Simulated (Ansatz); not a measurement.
Total energies of BH₂SF₃ (relaxed from a model of B(H2S)F3, whose bonding it doesn't keep) from Ansatz at PBE0-D4/def2-TZVP, gas phase (1 Eh = 27.2114 eV = 2625.5 kJ/mol). The reference geometry is relaxed at PBE-D4/def2-SVP.

```csv
atom,x (Å),y (Å),z (Å)
B1,-0.827,-0.812,0.128
S2,0.843,1.134,-0.754
H3,0.715,1.856,0.394
H4,1.947,0.495,-0.276
F5,-1.940,-0.093,-0.021
F6,-0.255,-0.882,1.334
F7,-0.483,-1.698,-0.805
```

```csv
state,geometry,energy (Eh)
charge 0 singlet,reference,-723.65909
charge 1 doublet,reference,-723.25484
free B atom (doublet),–,-24.61828
free S atom (triplet),–,-397.97371
free H atom (doublet),–,-0.50104
free F atom (doublet),–,-99.67617
```

Task: Work out the vertical ionisation energy to the doublet.

Result: E(charge 1 doublet) − E(charge 0 singlet) = -723.25484 − (-723.65909) = 0.40425 Eh = 11.00 eV. For comparison, −ε of the highest occupied level is 8.43 eV at this level, 2.57 eV less.

Task: What is the binding energy per atom against free atoms?

Result: Atoms: 1 × (-24.61828) + 1 × (-397.97371) + 2 × (-0.50104) + 3 × (-99.67617) = -722.62258 Eh. Binding: -722.62258 − (-723.65909) = 1.03651 Eh = 28.20 eV, or 4.03 eV for each of 7 atoms (no zero-point energy, no counterpoise term).
